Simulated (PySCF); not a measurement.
Excitation energy of Co²⁺ by level of theory

Co²⁺ [Ar] 3d7 (4F) → Co²⁺ [Ar] 3d6 4p1 (high-spin determinant), as a difference of total energies. Calculation: PySCF 2.14, in def2-TZVPPD; no relativity, point nucleus. Correlated levels: valence: [Ar] frozen. The calculations carry no spin-orbit coupling.

```
           method  excitation energy (eV)
              UHF                  10.967
    MP2 (valence)                  12.395
SCS-MP2 (valence)                  12.660
   CCSD (valence)                  12.206
CCSD(T) (valence)                  12.223
```

**Question.** How much does correlation contribute at CCSD(T) (valence)?

**Answer.** 12.223 − (10.967) = 1.256 eV, measured against UHF.

A first-order spin-orbit estimate (lowest level to lowest level, LS coupling) adds 0.065 eV.

The determinant of the upper state mixes LS terms, which raises its energy above the lowest term, most at the Hartree-Fock and MP2 levels.
